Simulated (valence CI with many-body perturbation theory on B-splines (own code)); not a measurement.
## Cr III: electric-dipole lines

Computed by configuration interaction combined with many-body perturbation theory (CI+MBPT): four valence electrons over a frozen Dirac-Fock core [Ar], radial functions for each j: 7 s, 7 p, 8 d, 6 f, 4 g, 1 h, with the one-electron correlation potential Σ1, the two-electron term Σ2, the three-electron term Σ3, Breit, model QED; selected CI, second order for the rest (own B-spline code, finite nucleus).

Against 67 measured levels this calculation errs by 1793 cm⁻¹ on average and by 4071 at most. These come from a selection out of Sugar and Corliss, J. Phys. Chem. Ref. Data 6, 317 (1977). Levels without a partner in it may be off by more, other configurations by 1,000 to 8,000 cm⁻¹. Among the levels kept, up to 440 cm⁻¹ of a level comes from second order outside the variational space, and about a tenth of that is noise between levels of different J, which matters for small intervals.

Lines 201 to 250 of 587 in falling wavelength, among levels below 155356 cm⁻¹, chosen from the strongest by gf and those to the six lowest levels. Wavelengths and rates use the calculated energies, so an error of 2000 cm⁻¹ moves a line at 1970 Å by 3.9 % and its rate by three times that or more. Electric multipoles are in the length gauge, E1 and E2 with the static RPA response of the core. Weak lines are less certain than strong ones. Lines between different terms over intervals too small for the method are left out, as are lines whose strength nearly cancels. Where a level lies close to another of its J and parity, the split of strength between their lines is uncertain. The highest levels of a list are the least certain.

Names give the largest LS component (configuration and term), which can be under half, so a name can repeat, a term be missing and a line seem to break the LS rules; names also repeat where a configuration has a term twice. Letters in brackets count levels of one name in rising energy.

| λ vac (Å) | Upper | Lower | A (s⁻¹) | S (a.u.) with core polarisation | S without |
| --- | --- | --- | --- | --- | --- |
| 1970 | 3d³4p ³F°_4 [c] | 3d³4s ³G_5 | 4.16e+07 | 1.41e+00 | 1.53e+00 |
| 1902 | 3d³4d ³D_3 | 3d³4p ³F°_4 [a] | 2.94e+08 | 7.00e+00 | 7.29e+00 |
| 1901 | 3d³4d ³D_2 | 3d³4p ³F°_3 [a] | 2.62e+08 | 4.44e+00 | 4.62e+00 |
| 1898 | 3d³4d ³D_1 | 3d³4p ³F°_2 [a] | 2.87e+08 | 2.91e+00 | 3.03e+00 |
| 1865 | 3d³4p ³G°_5 [b] | 3d³4s ³F_4 [a] | 3.96e+07 | 1.39e+00 | 1.49e+00 |
| 1857 | 3d³4p ³G°_4 [b] | 3d³4s ³F_3 [a] | 3.85e+07 | 1.09e+00 | 1.17e+00 |
| 1832 | 3d³4p ³F°_4 [a] | 3d⁴ ³F_4 [b] | 4.21e+07 | 1.15e+00 | 1.24e+00 |
| 1792 | 3d³4d ⁵P_2 | 3d³4p ³D°_3 [a] | 1.23e+08 | 1.75e+00 | 1.84e+00 |
| 1780 | 3d²4s² ³P_2 | 3d³4p ⁵F°_3 | 7.93e+07 | 1.10e+00 | 1.15e+00 |
| 1780 | 3d³4d ³G_3 | 3d³4p ³F°_2 [a] | 7.19e+08 | 1.40e+01 | 1.45e+01 |
| 1779 | 3d³4d ⁵P_1 | 3d³4p ⁵D°_2 [a] | 2.47e+08 | 2.06e+00 | 2.15e+00 |
| 1779 | 3d³4d ³G_4 | 3d³4p ³F°_3 [a] | 7.11e+08 | 1.78e+01 | 1.84e+01 |
| 1779 | 3d³4d ³G_5 | 3d³4p ³F°_4 [a] | 7.26e+08 | 2.22e+01 | 2.30e+01 |
| 1777 | 3d³4d ⁵P_2 | 3d³4p ⁵F°_3 | 1.46e+08 | 2.02e+00 | 2.11e+00 |
| 1774 | 3d³4d ⁵P_3 | 3d³4p ⁵F°_4 | 1.54e+08 | 2.98e+00 | 3.11e+00 |
| 1774 | 3d³4d ⁵P_1 | 3d³4p ⁵D°_1 [a] | 4.75e+08 | 3.93e+00 | 4.10e+00 |
| 1774 | 3d³4d ⁵F_4 | 3d³4p ⁵F°_5 | 4.61e+07 | 1.14e+00 | 1.19e+00 |
| 1774 | 3d³4d ³F_3 | 3d³4p ³F°_4 [a] | 9.78e+07 | 1.89e+00 | 1.94e+00 |
| 1773 | 3d²4s² ³P_2 | 3d³4p ⁵D°_2 [a] | 8.70e+07 | 1.20e+00 | 1.25e+00 |
| 1771 | 3d³4d ⁵F_3 | 3d³4p ⁵F°_4 | 5.55e+07 | 1.07e+00 | 1.11e+00 |
| 1771 | 3d³4d ⁵P_1 | 3d³4p ⁵D°_0 [a] | 2.50e+08 | 2.06e+00 | 2.15e+00 |
| 1771 | 3d³4d ⁵P_2 | 3d³4p ⁵D°_2 [a] | 1.73e+08 | 2.37e+00 | 2.48e+00 |
| 1770 | 3d³4d ³F_2 | 3d³4p ³F°_3 [a] | 1.30e+08 | 1.78e+00 | 1.83e+00 |
| 1767 | 3d³4d ⁵P_3 | 3d³4p ⁵F°_3 | 7.62e+07 | 1.45e+00 | 1.51e+00 |
| 1766 | 3d²4s² ³P_2 | 3d³4p ⁵D°_3 [a] | 1.95e+08 | 2.65e+00 | 2.78e+00 |
| 1766 | 3d³4d ⁵F_5 | 3d³4p ⁵F°_5 | 3.53e+08 | 1.05e+01 | 1.10e+01 |
| 1766 | 3d³4d ⁵P_3 | 3d³4p ⁵D°_4 [a] | 7.77e+08 | 1.48e+01 | 1.54e+01 |
| 1766 | 3d³4d ⁵F_4 | 3d³4p ⁵F°_4 | 1.37e+08 | 3.34e+00 | 3.49e+00 |
| 1765 | 3d³4d ⁵F_2 | 3d³4p ⁵F°_1 | 7.81e+07 | 1.06e+00 | 1.11e+00 |
| 1765 | 3d³4d ³F_4 | 3d³4p ³F°_4 [a] | 8.04e+08 | 1.97e+01 | 2.02e+01 |
| 1765 | 3d²4s² ¹G_4 | 3d³4p ³F°_4 [a] | 5.50e+07 | 1.34e+00 | 1.38e+00 |
| 1765 | 3d³4d ³D_1 | 3d³4p ³D°_2 [b] | 1.54e+08 | 1.26e+00 | 1.31e+00 |
| 1764 | 3d³4d ⁵P_2 | 3d³4p ⁵D°_3 [a] | 1.80e+08 | 2.44e+00 | 2.54e+00 |
| 1763 | 3d³4d ³F_3 | 3d³4p ³F°_3 [a] | 8.16e+08 | 1.54e+01 | 1.59e+01 |
| 1762 | 3d³4d ⁵F_3 | 3d³4p ⁵D°_4 [a] | 5.47e+07 | 1.04e+00 | 1.08e+00 |
| 1761 | 3d³4d ³F_2 | 3d³4p ³F°_2 [a] | 8.43e+08 | 1.14e+01 | 1.16e+01 |
| 1761 | 3d³4d ⁵G_4 | 3d³4p ³D°_3 [a] | 5.85e+07 | 1.42e+00 | 1.48e+00 |
| 1759 | 3d³4d ³D_3 | 3d³4p ³D°_3 [a] | 6.47e+08 | 1.22e+01 | 1.27e+01 |
| 1759 | 3d³4d ³D_2 | 3d³4p ³D°_2 [b] | 5.76e+08 | 7.73e+00 | 8.05e+00 |
| 1758 | 3d³4d ³D_1 | 3d³4p ⁵F°_1 | 5.92e+08 | 4.76e+00 | 4.96e+00 |
| 1758 | 3d³4d ⁵F_4 | 3d³4p ⁵F°_3 | 7.87e+08 | 1.90e+01 | 1.98e+01 |
| 1758 | 3d³4d ⁵F_5 | 3d³4p ⁵F°_4 | 6.90e+08 | 2.03e+01 | 2.12e+01 |
| 1757 | 3d³4d ⁵F_1 | 3d³4p ⁵D°_0 [a] | 1.51e+08 | 1.21e+00 | 1.26e+00 |
| 1757 | 3d³4d ⁵F_3 | 3d³4p ⁵D°_2 [a] | 7.03e+08 | 1.32e+01 | 1.37e+01 |
| 1757 | 3d³4d ⁵F_4 | 3d³4p ⁵D°_4 [a] | 1.34e+08 | 3.22e+00 | 3.36e+00 |
| 1756 | 3d³4d ⁵G_3 | 3d³4p ³D°_2 [b] | 1.45e+08 | 2.72e+00 | 2.83e+00 |
| 1756 | 3d³4d ⁵F_2 | 3d³4p ⁵D°_1 [a] | 4.32e+08 | 5.77e+00 | 6.01e+00 |
| 1756 | 3d²4s² ³P_2 | 3d³4p ³D°_2 [a] | 1.11e+08 | 1.49e+00 | 1.56e+00 |
| 1756 | 3d³4d ⁵G_2 | 3d³4p ⁵F°_1 | 2.97e+08 | 3.96e+00 | 4.13e+00 |
| 1756 | 3d³4d ⁵G_5 | 3d³4p ⁵F°_5 | 4.26e+08 | 1.25e+01 | 1.31e+01 |
